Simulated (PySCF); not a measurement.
Dipole moment and polarisability of `BCBO[C@@H](C)CCl`

C4H11B2ClO.
Structure used (PBE0-D3(BJ)/def2-SVP), in Å, numbered top down from 1:
```
atom  x, y, z in Å
B1     2.613    0.250    0.726
C2     1.890   -1.023    0.226
B3     1.035   -0.545   -1.024
O4    -0.202   -0.014   -0.934
C5    -0.915    0.212    0.272
C6    -1.543    1.586    0.211
C7    -1.927   -0.919    0.394
Cl8   -2.811   -0.839    1.938
H9     2.129    0.936    1.600
H10    3.642    0.627    0.211
H11    2.601   -1.767   -0.164
H12    1.227   -1.458    0.990
H13    1.473   -0.622   -2.150
H14   -0.231    0.158    1.136
H15   -0.763    2.359    0.158
H16   -2.156    1.764    1.105
H17   -2.180    1.673   -0.682
H18   -2.659   -0.873   -0.425
H19   -1.416   -1.891    0.357
```

Level: CAM-B3LYP/def2-SVPD (PySCF), static field, nuclei fixed, core orbitals frozen in the response. The polarisability tensor in these axes (au):

```
x   106.58   0.14  -8.86
y     0.14  85.79   1.41
z    -8.86   1.41  91.29
```

**Question.** Give the principal values, the mean and the anisotropy Δα = √{½[(α1 − α2)² + (α2 − α3)² + (α1 − α3)²]}.

**Answer.** Principal values 84.98, 88.03 and 110.64 au; mean 94.55 au = 14.01 Å³ = 15.59 × 10⁻⁴⁰ C²·m²/J; Δα = 24.28 au (26 % of the mean).

**Question.** What is the dipole moment, and where does it point?

**Answer.** (0.17, -0.39, -0.20) D, 0.47 D in size, pointing from the negative to the positive side. Measured along this direction, the outermost atoms are H16 at the negative end and H11 at the positive end.

**Question.** Refractivity n − 1 of an ideal gas of it at 273.15 K and 1 atm, from the electronic α?

**Answer.** N = p/kT = 2.6868 × 10¹⁹ cm⁻³, so n − 1 = 2π × N × 14.01 × 10⁻²⁴ cm³ = 2365 × 10⁻⁶ at long wavelengths, for an ideal gas.

**Question.** Form Σ f/ω² (atomic units) for the 10 lowest TDDFT singlets, given as eV and f, and set it beside the mean polarisability, which is this sum over all singlets: 5.62, 0.0225; 5.73, 0.0033; 6.43, 0.0030; 7.24, 0.0418; 7.40, 0.0011; 7.56, 0.0191; 7.64, 0.0200; 7.67, 0.0006; 7.85, 0.0014; 8.24, 0.0198.

**Answer.** They add up to 2.00 au, 2.1 % of the 94.55 au; the largest single term is 0.59 au, from the state at 7.24 eV. Terms in order: 0.53, 0.07, 0.05, 0.59, 0.01, 0.25, 0.25, 0.01, 0.02, 0.22 au. Higher excitations give the rest. The strengths listed sum to 0.133.

**Question.** What depolarisation ratio follows for Rayleigh scattering of linearly polarised light, taking the static tensor?

**Answer.** ρ = 3Δα²/(45ᾱ² + 4Δα²) = 1768.0/(402309 + 2357.3) = 0.00437.

**Question.** Estimate the molar refractivity from the static electronic polarisability.

**Answer.** Lorentz–Lorenz: R = (4π/3)N_A α = 2.5225 cm³/(mol·Å³) × 14.01 Å³ = 35.3 cm³/mol, in the limit of long wavelengths.

**Question.** What are the principal values of the traceless quadrupole moment, Θ = ½Σq(3rr − r²1), about the centre of nuclear charge?

**Answer.** -9.88, 1.67, 8.21 D·Å. The values depend on the origin, since the dipole doesn't vanish. The electronic extent ⟨r²⟩ about the same centre is 1540 bohr², a root-mean-square distance of 2.48 Å for the 70 electrons.

The structure is a single PBE0-D3(BJ)/def2-SVP conformer in the gas phase; no vibrational or solvent corrections.
